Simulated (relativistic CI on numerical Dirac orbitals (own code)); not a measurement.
## Hyperfine structure of Ag38+, mass number 107

Computed by Dirac-Coulomb-Breit CI, separate exchange-only KLI orbitals for each configuration, QED by a radiative potential, unscaled Slater integrals (own radial code, finite nucleus).

Configurations in the expansion (outside the closed core 1s2): 2s2.2p5, 2s.2p6, 2p6.3s, 2p6.3p, 2p6.3d, 2s2.2p4.3s, 2s2.2p4.3p, 2s2.2p4.3d, 2s.2p5.3s, 2s.2p5.3p, 2s.2p5.3d, 2s2.2p4.4s, 2s2.2p4.4p, 2s2.2p4.4d, 2s2.2p4.4f, 2s.2p5.4s. Levels of other configurations are missing.

Nuclear spin I = 1/2, μ = -0.11352 μN (tables of Stone and Pyykkö). The electronic factors are computed for point nuclear moments, without core polarisation or the Bohr-Weisskopf and QED corrections.

```csv
Level,E (eV),A (GHz)
2s2.2p5 2P°_3/2,0.00,-42.46
2s2.2p5 2P°_1/2,180.97,-257.3
2s.2p6 2S_1/2,435.96,-821.9
2s2.2p4.3s 4P_5/2,3175.03,-77.57
2s2.2p4.3s 2P_3/2,3181.54,-5.908
2s2.2p4.3s 2S_1/2,3208.08,-220
2s2.2p4.3p 2P°_1/2,3275.51,-69.1
2s2.2p4.3p 4D°_7/2,3294.80,-28.63
```

Levels with J = 0, under 50 % of one LS term, or S terms without an open s electron are left out. Small factors come from cancelling terms and can be off by tens of per cent or more.

At this charge energies of transitions that change n are usually good to better than 1 %, and those within a shell (Δn = 0) to a few per cent.

Question: Give the hyperfine levels of 2s2.2p5 2P°_1/2 relative to its centre of gravity.

Answer: With K = F(F + 1) − I(I + 1) − J(J + 1), E = AK/2: F = 0: 193, F = 1: -64.32 GHz.

LS names give the leading component of a level, which can be under half, so a name can repeat, a term be missing and a line seem to break the LS rules.
